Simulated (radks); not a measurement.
Valence configurations of the terbium ion Tb+ (all share [Xe]). Method: scalar-relativistic Kohn-Sham, PBE, spin-polarised, spherical densities, finite nucleus; open shells are filled with parallel spins first (spin-orbit coupling, left out, can overturn this in heavy ions); Fermi nuclear charge, rms radius 5.06 fm; computed with a radial shooting solver on a logarithmic mesh with Libxc functionals. Energies are relative to 4f9 6s1; eigenvalues in eV for spin up.

valence              E (eV)  moment (Bohr magnetons)    e(4f)    e(5d)   e(6p)    e(6s)
4f9 6s1               0.000                        6  -10.746        -       -   -9.127
4f8.5 5d0.5 6s1       0.301                        7  -13.761   -8.159       -   -9.556
4f9.5 6s0.5           1.521                        5   -7.313        -       -   -8.227
4f8 6s2               1.673                        6  -19.452        -       -  -10.437
4f9 6s0.5 6p0.5       1.717                        6  -11.401        -  -6.041   -9.476
4f8.5 5d1.5           1.849                        7  -11.842   -6.934       -        -
4f9 5d1               1.888                        6   -9.039   -6.249       -        -
4f9 6p1               3.426                        6  -12.046        -  -6.403        -
4f8 6s1 6p1           4.781                        8  -20.591        -  -7.489  -11.576
4f7.5 5d0.5 6s1 6p1   7.613                        9  -24.183  -12.131  -7.648  -11.924

NIST lists [Xe] 4f9 6s1 as the ground configuration; this level of theory agrees among the configurations tried. The energies are those of spherical high-spin densities, not of single terms.
